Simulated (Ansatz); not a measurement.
Geometry optimisation of B₄P₄H₁₄, a cluster cut from wurtzite BP (hydrogen-capped).

```yaml
crystal:
  periodic: [false, false, false]
  atoms:
    - {symbol: B, position_ang: [-1.619890, -0.928840, -1.052110]}
    - {symbol: P, position_ang: [-1.527440, -0.882470, 0.891030]}
    - {symbol: B, position_ang: [1.611230, -0.939180, -1.055750]}
    - {symbol: P, position_ang: [-0.001770, -0.004710, -1.615330]}
    - {symbol: P, position_ang: [1.533990, -0.879990, 0.887600]}
    - {symbol: B, position_ang: [0.003620, 0.005400, 1.688430]}
    - {symbol: B, position_ang: [0.002070, 1.860030, -1.061010]}
    - {symbol: P, position_ang: [0.000450, 1.771320, 0.882600]}
    - {symbol: H, position_ang: [-1.608780, -2.068980, -1.395480]}
    - {symbol: H, position_ang: [-2.594250, -0.333130, -1.389690]}
    - {symbol: H, position_ang: [-1.629850, -2.134670, 1.495370]}
    - {symbol: H, position_ang: [-2.666440, -0.358940, 1.502250]}
    - {symbol: H, position_ang: [1.586150, -2.082130, -1.388840]}
    - {symbol: H, position_ang: [2.588580, -0.356380, -1.405600]}
    - {symbol: H, position_ang: [-0.002310, -0.006890, -3.008560]}
    - {symbol: H, position_ang: [1.646170, -2.128560, 1.497750]}
    - {symbol: H, position_ang: [2.674410, -0.349250, 1.488890]}
    - {symbol: H, position_ang: [0.004860, 0.006400, 2.872840]}
    - {symbol: H, position_ang: [-0.994740, 2.412550, -1.404100]}
    - {symbol: H, position_ang: [1.000560, 2.409210, -1.403750]}
    - {symbol: H, position_ang: [-1.031140, 2.490490, 1.485140]}
    - {symbol: H, position_ang: [1.024510, 2.498720, 1.488300]}
basis:
  gaussian: {orbitals: def2-SVP}
hamiltonian: {xc: pbe, dispersion: d4}
scf: {lower_state_search: "off"}
output: {orbitals: {seedname: orbitals}}
relax: {f_tol: 0.02, max_steps: 100}
```

```sh
$ ansatz run in.yaml --threads 4 --pin off --events-out ev --progress --plain --max-ram 4787MiB
```

Output, abridged:

```
Functional definition: PBE
mean field -40054.11187043 eV, -1471.9614615861 hartree, gradient 3.4e-6 eV, S^2 0.000000; 0 other end points of the search recorded, 0 dependent functions left out
relax step   1: F+E_penalty+E_count = -40055.11055786 eV  Δ(F+E_penalty+E_count) = +0.000e0 eV  max|allowed force component| = 7.987e-1 eV/Å  Δτ_max = 0.0000 Å  (17 SCF iters, accepted)
mean field -40054.34941029 eV, -1471.9701910150 hartree, gradient 2.1e-6 eV, S^2 0.000000; 0 other end points of the search recorded, 0 dependent functions left out
relax step   2: F+E_penalty+E_count = -40055.33661524 eV  Δ(F+E_penalty+E_count) = -2.261e-1 eV  max|allowed force component| = 3.699e-1 eV/Å  Δτ_max = 0.0576 Å  (18 SCF iters, accepted)
mean field -40054.38086194 eV, -1471.9713468420 hartree, gradient 2.3e-6 eV, S^2 0.000000; 0 other end points of the search recorded, 0 dependent functions left out
relax step   3: F+E_penalty+E_count = -40055.36300093 eV  Δ(F+E_penalty+E_count) = -2.639e-2 eV  max|allowed force component| = 1.174e-1 eV/Å  Δτ_max = 0.0336 Å  (19 SCF iters, accepted)
mean field -40054.38244475 eV, -1471.9714050089 hartree, gradient 2.5e-6 eV, S^2 0.000000; 0 other end points of the search recorded, 0 dependent functions left out
relax step   4: F+E_penalty+E_count = -40055.36400792 eV  Δ(F+E_penalty+E_count) = -1.007e-3 eV  max|allowed force component| = 5.872e-3 eV/Å  Δτ_max = 0.0048 Å  (20 SCF iters, accepted)
Total energy: -40055.36405850 eV, -1472.0074786491 hartree
Atom 0 at    -1.633647    -0.936872    -1.058895 Å, force    -0.001251     0.000131     0.000166 eV/Å
Atom 1 at    -1.558081    -0.901960     0.907016 Å, force    -0.001603    -0.001114    -0.005587 eV/Å
Atom 2 at     1.624094    -0.947924    -1.063572 Å, force     0.000608    -0.000950     0.000085 eV/Å
Atom 3 at    -0.002437    -0.004191    -1.629177 Å, force     0.000041    -0.000084    -0.005872 eV/Å
Atom 4 at     1.563708    -0.896942     0.902544 Å, force     0.002126    -0.000578    -0.005719 eV/Å
Atom 5 at     0.002520     0.004403     1.685140 Å, force    -0.000068    -0.000306     0.003787 eV/Å
Atom 6 at     0.004000     1.877742    -1.068604 Å, force     0.000462     0.001095     0.000072 eV/Å
Atom 7 at    -0.000890     1.805009     0.897746 Å, force    -0.000577     0.001844    -0.005418 eV/Å
Atom 8 at    -1.616970    -2.109979    -1.406929 Å, force    -0.000632    -0.000772     0.001937 eV/Å
Atom 9 at    -2.634581    -0.319458    -1.397797 Å, force    -0.000710    -0.000082     0.002328 eV/Å
Atom 10 at    -1.615987    -2.197248     1.507585 Å, force     0.002996    -0.000241    -0.000363 eV/Å
Atom 11 at    -2.712206    -0.319682     1.515781 Å, force     0.001156     0.002320    -0.000211 eV/Å
Atom 12 at     1.591107    -2.123922    -1.400926 Å, force     0.000085    -0.000746     0.002391 eV/Å
Atom 13 at     2.629184    -0.345331    -1.416191 Å, force     0.001024    -0.000462     0.001826 eV/Å
Atom 14 at    -0.004415    -0.007902    -3.055744 Å, force    -0.000060     0.000022     0.002753 eV/Å
Atom 15 at     1.636204    -2.186960     1.512702 Å, force    -0.002225     0.000031     0.000002 eV/Å
Atom 16 at     2.717824    -0.300895     1.497974 Å, force    -0.001420     0.002888    -0.000514 eV/Å
Atom 17 at     0.004337     0.007473     2.903950 Å, force    -0.000110     0.000057     0.004449 eV/Å
Atom 18 at    -1.022197     2.445725    -1.417852 Å, force     0.000014     0.001228     0.001955 eV/Å
Atom 19 at     1.037282     2.436401    -1.412254 Å, force     0.000519     0.000531     0.002409 eV/Å
Atom 20 at    -1.091496     2.507992     1.496213 Å, force    -0.001780    -0.002515    -0.000389 eV/Å
Atom 21 at     1.082638     2.514521     1.501270 Å, force     0.001405    -0.002297    -0.000090 eV/Å
Dipole moment:     0.002009     0.002112     1.056718 e Å
Checks for a lower state left out: stability, starts, cluster_reference, orbital_swaps, neighbouring_geometries, increment
```

It took 9.5 s on 4 threads of Arm Neoverse V2 on a shared host.
